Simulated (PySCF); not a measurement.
A run for PySCF: R-B3LYP/3-21G on AsBF2H2 (SMILES FB(F)[AsH2]), a point of a torsion scan.

```python
from pyscf import gto, scf, dft, mp
from pyscf.data.elements import chemcore

mol = gto.M(
    atom='''
    F    -1.78893268   -1.00410895    0.36296195
    B    -0.85544298   -0.12163832    0.06474809
    F    -1.31926271    0.92078346   -0.59379560
    As    1.09272281   -0.34454148    0.59911391
    H     1.51628721   -0.32100259   -0.84309594
    H     1.30286030    1.14270895    0.63083552
    ''',
    basis='3-21g',
    charge=0, spin=0, verbose=3, max_memory=1800)
mf = dft.RKS(mol, xc='b3lyp')
mf.conv_tol = 1e-8
mf.max_cycle = 100
mf.kernel()
if not mf.converged:
    mf = mf.newton().run(mf.mo_coeff, mf.mo_occ)
```

Question: What total energy does the run end on?

Answer: -2449.7663 hartree.
